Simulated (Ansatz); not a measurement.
Total energies of `[SiH3]O[CH]([SiH3])[InH2]`.

Cartesian coordinates in Å:
```
Si 0.6388 2.1413 -0.1123
O 0.0469 0.9513 0.8393
C -0.5901 -0.1408 0.1424
Si -0.9949 -1.5076 1.3548
In 0.7432 -0.8866 -1.4742
H 1.5661 2.9870 0.6701
H 1.3855 1.4580 -1.2409
H -0.4238 2.9551 -0.7579
H -1.5205 0.2085 -0.3253
H -1.9294 -1.0785 2.4315
H 0.2491 -2.0275 1.9809
H -1.6298 -2.6081 0.5717
H 2.3124 -1.4180 -0.9936
H 0.1467 -1.0339 -3.0866
```

Charge 0, multiplicity 1. Correlated methods include outer-core shells of In, which these sets cover unevenly. In takes the def2 core potential. Geometry: relaxed with PBE0-D4/def2-TZVP. It is one conformer, not always the lowest. Basis def2-TZVPP, the Gaussian-basis code of Ansatz.

RPA on PBE orbitals: Hartree–Fock energy of these orbitals -885.00526 Eh, correlation -1.61161 Eh (frozen core).

```tsv
functional	energy without D4 (Eh)	D4 term (kJ/mol)
LDA (SPW92)	-884.29519	–
PBE	-887.44859	-36.6
revPBE	-887.78440	-96.8
BLYP	-887.79959	-77.8
r2SCAN	-887.85565	-9.0
PBE0	-887.51857	-31.4
B3LYP	-888.02112	-59.2
r2SCANh	-887.83246	-9.8
r2SCAN0	-887.79944	-10.9
HSE06 (plane-wave form)	-887.49725	-29.7
BHLYP	-887.75785	-50.9
CAM-B3LYP	-887.84424	-32.6
ωB97M-V	-887.74653	–
PBE-QIDH	-887.13241	–
```

Question: Give the same for B97M-V, LC-ωPBE, ωB97X-V, B2PLYP. (An estimate is asked.)

Answer: Computed: 
```csv
functional,energy without D4 (Eh),D4 term (kJ/mol)
B97M-V,-887.73987,–
LC-ωPBE,-887.68522,–
ωB97X-V,-887.75846,–
B2PLYP,-887.35249,–
```

B3LYP takes the VWN-RPA correlation (the form of Gaussian; ORCA's B3LYP/G). HSE06 is the plane-wave form, built on full-range PBE exchange. The double hybrids freeze the cores in their second-order part.

LC-ωPBE has ω = 0.4 bohr⁻¹.
